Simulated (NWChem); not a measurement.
All runs are NWChem calculations. System: CH₄N, charge 1, spin multiplicity 1, at the geometry of a parent with another charge or spin, in a state set for the comparison that need not be this species' ground state. Level: RHF/def2-TZVPD.

Input file:

```
start mol
memory heap 200 mb stack 900 mb global 1100 mb
charge 1
geometry units angstroms nocenter noautoz
  C      0.155293     0.711356     0.000000
  N     -0.162666    -0.639229     0.000000
  H     -0.004356     1.252044    -0.935960
  H     -0.004356     1.252044     0.935960
  H      0.107809    -1.148809     0.834634
  H      0.107809    -1.148809    -0.834634
  symmetry group Cs
end
basis spherical
  * library def2-tzvpd
end
scf
  rhf
  nopen 0
  maxiter 100
  thresh 1e-7
  semidirect memsize 60000000 filesize 0
end
task scf energy
```

NWChem printed:

```
             Northwest Computational Chemistry Package (NWChem) 7.3.0
             --------------------------------------------------------

                                NWChem Input Module
                                -------------------

 Scaling coordinates for geometry "geometry" by  1.889725989
 (inverse scale =  0.529177249)

 Turning off AUTOSYM since
 SYMMETRY directive was detected!

                             Geometry "geometry" -> ""
                             -------------------------

 Output coordinates in angstroms (scale by  1.889725989 to convert to a.u.)

  No.       Tag          Charge          X              Y              Z
 ---- ---------------- ---------- -------------- -------------- --------------
    1 C                    6.0000     0.15529300     0.71135600     0.00000000
    2 N                    7.0000    -0.16266600    -0.63922900     0.00000000
    3 H                    1.0000    -0.00435600     1.25204400    -0.93596000
    4 H                    1.0000    -0.00435600     1.25204400     0.93596000
    5 H                    1.0000     0.10780900    -1.14880900     0.83463400
    6 H                    1.0000     0.10780900    -1.14880900    -0.83463400

 Effective nuclear repulsion energy (a.u.)      37.1406677397

            Nuclear Dipole moment (a.u.)
            ----------------------------
        X                 Y               Z
 ---------------- ---------------- ----------------
     0.0000037795     0.0000056692     0.0000000000

      Symmetry information
      --------------------

 Group name             Cs
 Group number              2
 Group order               2
 No. of unique centers     4

      Symmetry unique atoms

     1    2    3    5


 Summary of "ao basis" -> "" (spherical)
 ------------------------------------------------------------------------------
       Tag                 Description            Shells   Functions and Types
 ---------------- ------------------------------  ------  ---------------------
 *                         def2-tzvpd                 on all atoms

 Summary of "ao basis" -> "ao basis" (spherical)
 ------------------------------------------------------------------------------
       Tag                 Description            Shells   Functions and Types
 ---------------- ------------------------------  ------  ---------------------
 C                         def2-tzvpd               13       37   6s3p3d1f
 N                         def2-tzvpd               13       37   6s3p3d1f
 H                         def2-tzvpd                5        9   3s2p

                                 NWChem SCF Module
                                 -----------------

  ao basis        = "ao basis"
  functions       =   110
  atoms           =     6
  closed shells   =     8
  open shells     =     0
  charge          =   1.00
  wavefunction    = RHF
  use symmetry    = T
  symmetry adapt  = T

 Summary of "ao basis" -> "ao basis" (spherical)
 ------------------------------------------------------------------------------
       Tag                 Description            Shells   Functions and Types
 ---------------- ------------------------------  ------  ---------------------
 C                         def2-tzvpd               13       37   6s3p3d1f
 N                         def2-tzvpd               13       37   6s3p3d1f
 H                         def2-tzvpd                5        9   3s2p

      Symmetry analysis of basis
      --------------------------
[...]
                 4      -94.3852706271  5.21D-04  1.65D-04      1.3
                 5      -94.3852706526  2.34D-07  5.43D-08      1.8
                 6      -94.3852706526  9.35D-09  3.08D-09      2.0

       Final RHF  results
       ------------------

         Total SCF energy =    -94.385270652552
      One-electron energy =   -195.529533856557
      Two-electron energy =     64.003595464335
 Nuclear repulsion energy =     37.140667739670

        Time for solution =      1.5s

       Symmetry analysis of molecular orbitals - final
       -----------------------------------------------

  Numbering of irreducible representations:

     1 a'          2 a"

  Orbital symmetries:

     1 a'          2 a'          3 a'          4 a'          5 a"
     6 a'          7 a"          8 a'          9 a'         10 a'
    11 a'         12 a"         13 a'         14 a"         15 a'
    16 a'         17 a"         18 a'

             Final eigenvalues
             -----------------

              1
    1  -15.8994
    2  -11.6267
    3   -1.5108
    4   -1.1769
    5   -1.0027
    6   -0.9341
    7   -0.8501
    8   -0.7603
    9   -0.1997
   10   -0.1052
   11   -0.0715
   12   -0.0475
   13   -0.0090
   14   -0.0023
   15    0.0064
   16    0.0213
   17    0.0401
   18    0.0715

                       ROHF Final Molecular Orbital Analysis
                       -------------------------------------

 Vector    6  Occ=2.000000D+00  E=-9.341444D-01  Symmetry=a'
              MO Center=  1.3D-02,  1.6D-01,  1.7D-15, r^2= 1.5D+00
   Bfn.  Coefficient  Atom+Function         Bfn.  Coefficient  Atom+Function
  ----- ------------  ---------------      ----- ------------  ---------------
     8      0.294833  1 C  py                45     -0.295767  2 N  py
    48     -0.264813  2 N  py                11      0.226577  1 C  py

 Vector    7  Occ=2.000000D+00  E=-8.500681D-01  Symmetry=a"
              MO Center=  4.5D-02,  4.4D-01,  9.0D-14, r^2= 1.8D+00
   Bfn.  Coefficient  Atom+Function         Bfn.  Coefficient  Atom+Function
  ----- ------------  ---------------      ----- ------------  ---------------
     9      0.294143  1 C  pz                12      0.243806  1 C  pz
    46     -0.197380  2 N  pz                76     -0.185816  3 H  s
    85      0.185816  4 H  s                 49     -0.173984  2 N  pz

 Vector    8  Occ=2.000000D+00  E=-7.603224D-01  Symmetry=a'
              MO Center= -1.4D-01, -3.4D-01, -1.8D-13, r^2= 1.1D+00
   Bfn.  Coefficient  Atom+Function         Bfn.  Coefficient  Atom+Function
  ----- ------------  ---------------      ----- ------------  ---------------
    44      0.357006  2 N  px                47      0.346178  2 N  px
    50      0.216995  2 N  px                10      0.172864  1 C  px
     7      0.170045  1 C  px

 Vector    9  Occ=0.000000D+00  E=-1.996710D-01  Symmetry=a'
              MO Center=  2.3D-01,  4.9D-01,  2.4D-15, r^2= 2.1D+00
   Bfn.  Coefficient  Atom+Function         Bfn.  Coefficient  Atom+Function
  ----- ------------  ---------------      ----- ------------  ---------------
     5      0.771917  1 C  s                 10     -0.363639  1 C  px
    13     -0.356053  1 C  px                 7     -0.319910  1 C  px
    77     -0.314139  3 H  s                 86     -0.314139  4 H  s
    50      0.223085  2 N  px                47      0.212120  2 N  px
    44      0.210674  2 N  px

 Vector   10  Occ=0.000000D+00  E=-1.051543D-01  Symmetry=a'
              MO Center=  2.0D-01, -1.6D-01,  7.4D-14, r^2= 8.4D+00
   Bfn.  Coefficient  Atom+Function         Bfn.  Coefficient  Atom+Function
  ----- ------------  ---------------      ----- ------------  ---------------
     5      1.895754  1 C  s                  6      1.860512  1 C  s
    77     -1.787460  3 H  s                 86     -1.787460  4 H  s
    43      1.658159  2 N  s                 42      1.262105  2 N  s
    95     -1.267737  5 H  s                104     -1.267737  6 H  s
    14      0.745653  1 C  py                41     -0.393904  2 N  s

 Vector   11  Occ=0.000000D+00  E=-7.147742D-02  Symmetry=a'
              MO Center=  1.9D-01,  6.8D-01,  5.9D-13, r^2= 9.8D+00
   Bfn.  Coefficient  Atom+Function         Bfn.  Coefficient  Atom+Function
  ----- ------------  ---------------      ----- ------------  ---------------
    43      5.371203  2 N  s                  5     -3.686482  1 C  s
     6     -2.904812  1 C  s                 95     -1.963988  5 H  s
   104     -1.963988  6 H  s                 42      1.919209  2 N  s
    77      1.843890  3 H  s                 86      1.843890  4 H  s
    13      0.524484  1 C  px               101      0.503239  5 H  pz

 center of mass
 --------------
 x =  -0.01294757 y =  -0.01301228 z =   0.00000000

 moments of inertia (a.u.)
 ------------------
          74.215903084486          -8.997731247019           0.000000000000
          -8.997731247019          13.755214753460           0.000000000000
           0.000000000000           0.000000000000          65.331414232743

  Mulliken analysis of the total density
  --------------------------------------

    Atom       Charge   Shell Charges
 -----------   ------   -------------------------------------------------------
    1 C    6     5.94   0.86  1.12  0.54  0.70  0.16  0.01  1.10  1.14  0.21  0.02  0.07  0.01  0.01
    2 N    7     7.25   0.82  1.16  0.52  0.87  0.08 -0.02  1.47  1.73  0.57  0.01  0.04  0.00  0.00
    3 H    1     0.71   0.25  0.43  0.00  0.02 -0.00
    4 H    1     0.71   0.25  0.43  0.00  0.02 -0.00
    5 H    1     0.69   0.25  0.37  0.04  0.04  0.00
    6 H    1     0.69   0.25  0.37  0.04  0.04  0.00

       Multipole analysis of the density wrt the origin
       ------------------------------------------------

     L   x y z        total         open         nuclear
     -   - - -        -----         ----         -------
     0   0 0 0      1.000000      0.000000     17.000000

     1   1 0 0      0.366438      0.000000      0.000004
     1   0 1 0      0.196993      0.000000      0.000006
     1   0 0 1      0.000000      0.000000      0.000000

     2   2 0 0     -9.065717      0.000000      1.261302
     2   1 1 0     -0.316896      0.000000      4.042679
     2   1 0 1     -0.000000      0.000000      0.000000
     2   0 2 0     -3.280500      0.000000     41.678651
     2   0 1 1      0.000000      0.000000      0.000000
     2   0 0 2     -5.656102      0.000000     11.231962

 Task  times  cpu:        2.1s     wall:        2.1s

 Total times  cpu:        2.1s     wall:        2.1s
```
